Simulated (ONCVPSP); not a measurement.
**Si (Z = 14): variants of one ONCV potential**

Base potential:

* Element: silicon
* Generator: ONCVPSP 4.0.1
* Type: optimised norm-conserving Vanderbilt (ONCV)
* Functional: PBE
* Relativity: scalar-relativistic
* Frozen core: [Ne]
* Valence charge: 4
* Reference configuration: 3s2 3p2
* Partial waves: 3s: rc 2.00 bohr, ncon 5, nbas 8, qcut 3.2 1/bohr, 3 projectors, debl 3.7 Ha; 3p: rc 2.40 bohr, ncon 4, nbas 7, qcut 4.1 1/bohr, 2 projectors, debl 0.5 Ha; d scattering state at 0.06 Ha: rc 1.95 bohr, ncon 3, nbas 7, qcut 5.4 1/bohr, 2 projectors, debl 0.5 Ha
* Local potential: polynomial inside 1.55 bohr (lpopt 5, dvloc0 2 Ha)
* Core correction: Teter function fitted to the true core (icmod 2), fcfact 0.6

All-electron outer shells of the reference configuration (PBE, scalar-relativistic, ld1.x):

```
shell  level (eV)  outermost node (bohr)  outermost maximum (bohr)
   2s     -139.50                   0.15                      0.45
   2p      -95.56                      –                      0.39
   3s      -10.81                   0.72                      1.80
   3p       -4.08                   0.72                      2.17
```

Cutoffs, loose and tight: the cutoffs (Ha) at which the residual kinetic energy of the hardest occupied pseudo-wave falls to 1 and 0.1 mHa per electron. They do not see the model core or the augmentation charge, which bear on the density cutoff. Test errors are all-electron minus pseudo excitation energies from the reference, over the configurations 3s2 3p1; 3s2 3p0; 3s1 3p0; 3s2 3p1.5. A dash means not determined; rows that change the core or the reference have their own tests.

A true bound ghost makes a file unfit for plane-wave use even where its test errors are small: the radial tests pick states by their node count and pass the ghost by.

```tsv
change	outcome	cutoff, loose	cutoff, tight	bound ghosts	GHOST(+) flags above zero	largest test error (meV)
base	generated	17 Ha	36 Ha	none	none	+65
all radii but the core radius scaled by about 0.78 (s 1.56, p 1.86, d 1.52 bohr); local potential polynomial inside 1.20 bohr (lpopt 5, dvloc0 2 Ha)	generated	14 Ha	52 Ha	s	s	+85
all radii but the core radius scaled by about 0.90 (s 1.80, p 2.16, d 1.74 bohr); local potential polynomial inside 1.38 bohr (lpopt 5, dvloc0 2 Ha)	generated	16 Ha	40 Ha	none	s	+81
```

Q: What comes out with this change to the base: all radii but the core radius scaled by about 1.07 (s 2.14, p 2.58, d 2.10 bohr); local potential polynomial inside 1.66 bohr (lpopt 5, dvloc0 2 Ha)?

A: outcome: generated; cutoff, loose: 14 Ha; cutoff, tight: 32 Ha; bound ghosts: none; GHOST(+) flags above zero: s; largest test error (meV): +48.

Q: What comes out with this change to the base: all radii but the core radius scaled by about 1.27 (s 2.54, p 3.06, d 2.48 bohr); local potential polynomial inside 1.98 bohr (lpopt 5, dvloc0 2 Ha)?

A: outcome: generated; cutoff, loose: 5.9 Ha; cutoff, tight: 22 Ha; bound ghosts: none; GHOST(+) flags above zero: none; largest test error (meV): -18.

Q: What comes out with this change to the base: all radii but the core radius scaled by about 1.18 (s 2.36, p 2.84, d 2.30 bohr); local potential polynomial inside 1.84 bohr (lpopt 5, dvloc0 2 Ha)?

A: outcome: generated; cutoff, loose: 10 Ha; cutoff, tight: 26 Ha; bound ghosts: none; GHOST(+) flags above zero: s; largest test error (meV): +12.

Reading the sweep of the scale of all radii but the core radius (base = 1) (base included, trends over the rows without a ghost): The loose cutoff is not monotonic: lowest 5.9 Ha at 1.27, highest 17 Ha at 1. The median size of the test errors (rows with all tests solved) falls from 6.1 meV at 0.9 to 0.6 meV at 1.27. This runs against the usual rule that a larger radius transfers worse; these runs do not show why. Bound ghosts are found at 0.78.
